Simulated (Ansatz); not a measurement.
Input for Ansatz (a first-principles code): R-CCSD(T)/aug-cc-pVTZ on FGeH3 (SMILES [F][GeH3]), atoms moved off the minimum. The run froze 15 orbitals, filled d shells among them.

Ansatz 0.2 input:
```yaml
crystal:
  periodic: [false, false, false]
  atoms:
    - {symbol: Ge, position_ang: [-0.41989736, 0.22947417, -0.11215182]}
    - {symbol: F, position_ang: [1.24254097, -0.46911925, 0.25442722]}
    - {symbol: H, position_ang: [-0.94048912, -0.93918726, -1.10055816]}
    - {symbol: H, position_ang: [-0.13808400, 1.62574836, -0.67813406]}
    - {symbol: H, position_ang: [-1.16107136, -0.00665220, 1.12766767]}
basis:
  gaussian:
    orbitals: aug-cc-pVTZ
magnetization: {spin_polarized: false}
correlation: {method: ccsd_t, electrons: outside_noble_gas}
scf: {lower_state_search: off}
output: {forces: true}
```

The log:

```
WARN ansatz: RAYON_NUM_THREADS=1 ignored (pool sized by the plan → 1); use --threads N
Functional definition: HF
these checks for a lower state are left out or cut short: starts, cluster_reference, orbital_swaps, neighbouring_geometries, increment
integrals: 0.55 GiB planned
1029 factors; integrals over basis functions are off by at most 9.9e-4 eV
mean field: 0.48 GiB planned
mean field evaluation 1: about -59227.5416 eV, gradient 3.1e1 eV
mean field evaluation 2: about -59227.5665 eV, gradient 3.1e1 eV
mean field evaluation 4: about -59229.4888 eV, gradient 1.8e0 eV
mean field evaluation 8: about -59229.5100 eV, gradient 8.0e-2 eV
mean field -59229.51005103 eV, -2176.6443471716 hartree, gradient 9.7e-6 eV, S^2 0.000000; 0 other end points of the search recorded, 0 dependent functions left out
15 core orbitals not correlated
reference -59229.51005103 eV, -2176.6443471716 hartree; 7, 7 occupied and 152, 152 virtual orbitals, 1029 factors
too little memory for Intel AMX tiles; the run may be slower
densities: 1.34 GiB planned
second order -10.79744888 eV of doubles, -0.00000000 eV of singles
coupled cluster: 1.27 GiB planned
cycle   1  -10.92040526 eV  change   -1.2e-1 eV  update   8.4e-2
cycle   2  -11.21042190 eV  change   -2.9e-1 eV  update   2.8e-2
cycle   3  -11.30295809 eV  change   -9.3e-2 eV  update   1.4e-2
cycle   4  -11.29269315 eV  change    1.0e-2 eV  update   2.7e-3
cycle   5  -11.29102697 eV  change    1.7e-3 eV  update   1.2e-3
cycle   6  -11.29188595 eV  change   -8.6e-4 eV  update   3.7e-4
cycle   7  -11.29185971 eV  change    2.6e-5 eV  update   1.3e-4
cycle   8  -11.29177885 eV  change    8.1e-5 eV  update   4.8e-5
cycle   9  -11.29178187 eV  change   -3.0e-6 eV  update   1.6e-5
cycle  10  -11.29179794 eV  change   -1.6e-5 eV  update   6.2e-6
perturbative correction -0.34679006 eV, -0.0127442998 hartree
the calculation of the forces begins
Total energy: -59241.14863903 eV, -2177.0720573917 hartree
Atom 0 at    -0.419897     0.229474    -0.112152 Å, force     2.300941    -2.380719    -1.476781 eV/Å
Atom 1 at     1.242541    -0.469119     0.254427 Å, force    -1.505655     0.909388    -0.265819 eV/Å
Atom 2 at    -0.940489    -0.939187    -1.100558 Å, force     0.210724     1.146712     0.300290 eV/Å
Atom 3 at    -0.138084     1.625748    -0.678134 Å, force    -0.225805     0.000277     0.065988 eV/Å
Atom 4 at    -1.161071    -0.006652     1.127668 Å, force    -0.780206     0.324342     1.376322 eV/Å
Dipole moment:    -0.534118     0.326327    -0.085606 e Å
Checks for a lower state left out: starts, cluster_reference, orbital_swaps, neighbouring_geometries, increment
```

The run converged.

Cost: very roughly 2.7 core-minutes.
